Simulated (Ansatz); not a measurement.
Geometry optimisation, UKS PBE0/def2-SVP in Ansatz.

The input (input.yaml):

```yaml
crystal:
  periodic: [false, false, false]
  atoms:
    - { symbol: Si, position_ang: [0.008078, 0.0, -0.04145] }
    - { symbol: Cl, position_ang: [0.070783, 0.0, 2.041013] }
    - { symbol: F, position_ang: [1.485332, 0.0, -0.631138] }
    - { symbol: F, position_ang: [-0.753317, 1.292706, -0.569215] }
    - { symbol: F, position_ang: [-0.753317, -1.292706, -0.569215] }
    - { symbol: H, position_ang: [-0.055958, 0.0, 4.611504] }
magnetization:
  spin_polarized: true
  initial_magnetization: 1
basis:
  gaussian: { orbitals: def2-SVP }
hamiltonian:
  xc: pbe0
relax:
  f_tol: 0.03
  max_steps: 50
output:
  orbitals: {}
```

Run as:

```bash
$ ansatz run input.yaml --threads 2 --pin off --max-ram 3072MiB --backend cpu --events-out ev --progress --plain --runs-dir out
```

**Question.** Where does it end, and by what steps?

**Answer.** The forces met the threshold. The force dipped under the threshold on the way, but the program's further checks kept it going. After 10 steps the energy has fallen by 0.097 eV; H6 moved furthest, 0.88 Å.

```
step  energy less start (eV)  largest force component (eV/Å)  accepted
   0                  0.0000                           1.494       yes
   1                 -0.0579                           0.199       yes
   2                 -0.0740                           0.089       yes
   3                 -0.0883                           0.064       yes
   4                 -0.0929                           0.060       yes
   5                 -0.0935                           0.104       yes
   6                 -0.0957                           0.027       yes
   7                 -0.0963                           0.006       yes
   8                 -0.0965                           0.014       yes
   9                 -0.0963                           0.048        no
  10                 -0.0965                           0.009       yes
```

```xyz
6
Properties=species:S:1:pos:R:3
Si 0.014 0.000 -0.197
Cl 0.082 0.000 1.812
F 1.485 0.000 -0.804
F -0.751 1.291 -0.728
F -0.751 -1.291 -0.728
H -0.078 0.000 5.486
```

The run took 28 s on 2 threads of Arm Neoverse V1, on a shared host, peak memory 0.2 GiB.
